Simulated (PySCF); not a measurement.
**One reaction down a group: B, Al, Ga, In**

The same gas-phase reaction for B, Al, Ga, In:
- 3 I₂ + 2 BCl → 2 BI₃ + Cl₂
- 3 I₂ + 2 AlCl → 2 AlI₃ + Cl₂
- 3 I₂ + 2 GaCl → 2 GaI₃ + Cl₂
- 3 I₂ + 2 InCl → 2 InI₃ + Cl₂

Method: PySCF energies plus ideal-gas RRHO corrections (1 bar). † marks an energy on the PBE0/def2-TZVP geometry and frequencies. MP2 and CCSD(T) freeze the core. All species are closed-shell singlets. I, In: scalar-relativistic def2 core potential, no spin-orbit coupling. Ga: all electrons, no relativistic terms. MP2 isn't extrapolated to the basis-set limit. CCSD(T) isn't extrapolated to the basis-set limit. The harmonic model lacks anharmonicity and excited electronic states, which grow with temperature; levels with a mode under 35 cm⁻¹ are left out. Soft modes under 120 cm⁻¹ make the harmonic entropy rough for BI₃, AlI₃, GaI₃, InI₃.

ΔH°(298 K) in kJ, by level:

```
level                     B      Al      Ga      In
-------------------  ------  ------  ------  ------
ωB97M-V/def2-TZVP†   -515.4  -479.8  -321.1  -273.6
HF/def2-TZVP†        -401.0  -477.2  -324.3  -280.6
CCSD(T)/def2-TZVPP†  -539.6  -518.1  -385.1  -289.2
MP2/def2-SVP†        -598.5  -554.8  -432.6  -372.5
r2SCAN/def2-TZVP†    -575.0  -538.2  -362.0  -280.4
```

At ωB97M-V/def2-TZVP†, ΔH° rises from B to In, over a range of 241.8 kJ; the steps are +35.6, +158.7, +47.5 kJ. 4 of the 5 levels shown give the same order; HF/def2-TZVP† orders the members differently. The levels scatter most for B (197.5 kJ between the highest and the lowest) and least for Al (77.6 kJ). ΔS°(298 K) runs from -285.0 to -256.2 J/K, so TΔS° at 298 K spreads over 8.6 kJ among the members, against 241.8 kJ for ΔH°.

Free energies at ωB97M-V/def2-TZVP†:

| member | ΔS°(298 K), J/K | ΔG°(298 K), kJ | ΔG°(1200 K), kJ | ΔG° changes sign |
|---|---|---|---|---|
| B | -285.0 | -430 | -181 | 1800 to 2000 K |
| Al | -265.8 | -401 | -171 | 1800 to 2000 K |
| Ga | -267.4 | -241 | -12 | 1200 to 1400 K |
| In | -256.2 | -197 | 22 | 1000 to 1200 K |

The NASA 1993 table, where it holds all species, gives ΔH°(298 K) = -471 kJ for Al; its entries are part measured, part old estimates, and weren't checked at source. After a fit of one offset per element over all species, the range-separated, M06-2X, PBE0/def2-QZVP and CCSD(T)/def2-TZVPP enthalpies, where run, lie to one side of the table for I₂ (+16 kJ/mol), AlCl (-22 kJ/mol): a fault of the table's entry, another state or a shared error of the levels is possible; this was not checked at source.
